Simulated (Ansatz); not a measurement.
A run on C$_{2}$H$_{4}$FIn (`[F][In]1[CH2][CH2]1`) with other settings.

```yaml
crystal:
  periodic: [false, false, false]
  atoms:
    - {symbol: F, position_ang: [-0.298000, -1.437347, 3.015840]}
    - {symbol: In, position_ang: [-0.119929, -0.613990, 1.283792]}
    - {symbol: C, position_ang: [0.221650, 0.915882, -0.135220]}
    - {symbol: C, position_ang: [-0.101768, -0.482417, -0.827073]}
    - {symbol: H, position_ang: [1.228392, 1.292236, -0.300532]}
    - {symbol: H, position_ang: [-0.514867, 1.698667, -0.300108]}
    - {symbol: H, position_ang: [0.710966, -0.913254, -1.406966]}
    - {symbol: H, position_ang: [-1.034342, -0.516876, -1.385334]}
basis:
  gaussian: {orbitals: def2-SVP}
hamiltonian: {xc: {name: CAM-B3LYP}}
```

```sh
$ ansatz run in.yaml --threads 2 --pin off --events-out ev --progress --plain --max-ram 4352MiB
```

Shortened log:

```
Functional definition: CAM-B3LYP
967 factors; integrals over basis functions are off by at most 1.4e-3 eV
265 factors; integrals over basis functions are off by at most 6.2e-6 eV
mean field evaluation 1: about -10012.4479 eV, gradient 6.0e1 eV
mean field evaluation 2: about -10006.7971 eV, gradient 7.8e1 eV
mean field evaluation 4: about -10021.1872 eV, gradient 6.1e-1 eV
mean field evaluation 8: about -10021.2855 eV, gradient 5.8e-2 eV
mean field evaluation 16: about -10021.2856 eV, gradient 5.3e-5 eV
mean field -10021.28557413 eV, -368.2754521778 hartree, gradient 5.3e-5 eV, S^2 0.000000; 0 other end points of the search recorded, 0 dependent functions left out
reference -10021.28569645 eV, -368.2754566729 hartree; 23, 23 occupied and 65, 65 virtual orbitals, 967 factors
Total energy: -10021.28569645 eV, -368.2754566729 hartree
```

Hardware: 2 threads of an Arm Neoverse V2 on a shared host. Wall time 1.6 s, peak host memory 0.37 GiB.
